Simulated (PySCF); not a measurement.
**ErSi from Hartree–Fock to correlated methods**

State: quintet, about 11.8 electrons in the 4f shell (Mulliken), real f orbitals that mix terms. Set-up: basis Er x2c-SVPall, Si x2c-SVPall; spin-free X2C with a Gaussian nucleus; PySCF 2.14. De refers to Er (4f12 6s2) + Si in their high-spin ground configurations, without counterpoise correction. The functionals are run spin-unrestricted. A positive dipole means Er(−)Si(+). Levels whose curve was spin-contaminated or gave no clean fit are not listed.

```tsv
Level	Re (Å)	ωe (cm⁻¹)	De (eV)	μ (D)	CPU s a point (SCF and correlation, without the integrals)
ROHF	3.148	121	n/a	-5.08	13
ROHF-MP2	2.802	232	n/a	n/a	18
ROHF-SCS-MP2	2.846	218	n/a	n/a	n/a
PBE	2.740	233	1.74	-4.71	16
BLYP	2.766	223	1.43	-4.35	15
```

The bond length runs from 2.740 Å (PBE) to 3.148 Å (ROHF).

Correlated steps freeze 23 core orbitals. These are scalar-relativistic numbers at best; spin–orbit coupling would shift them, the dissociation energy most. UHF is strongly spin-contaminated for ErSi, so the ROHF reference used there is far from stable. With d or f electrons several states lie close, and the lowest PBE0 determinant need not be the measured ground state.

The whole job (state search and all levels along the bond) took about 20 min on 2 threads of Arm Neoverse V2 (shared host), peak memory 4 GiB.
